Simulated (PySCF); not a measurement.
## Electron correlation in Si (silicon, neutral)

[Ne] 3s2 3p1 4s1, 4s spin antiparallel (an excited configuration). Computed with PySCF 2.14 in aug-cc-pV(Q+d)Z (7s6p5d3f2g, 89 functions), with the non-relativistic Hamiltonian (point nucleus). Frozen: [Ne]; 4 electrons correlated.

MP2 pair energies summed by pair of shells (mhartree):

```
 pair  energy  share (%)
3s-3s  -23.88       46.2
3s-3p  -19.53       37.8
3s-4s   -5.04        9.8
3p-4s   -3.19        6.2
```

Total MP2 correlation energy: -51.63 mhartree.

Same-spin part -5.09 and opposite-spin part -46.54 mhartree; SCS-MP2 scales them by 1/3 and 6/5 to -57.54 mhartree.
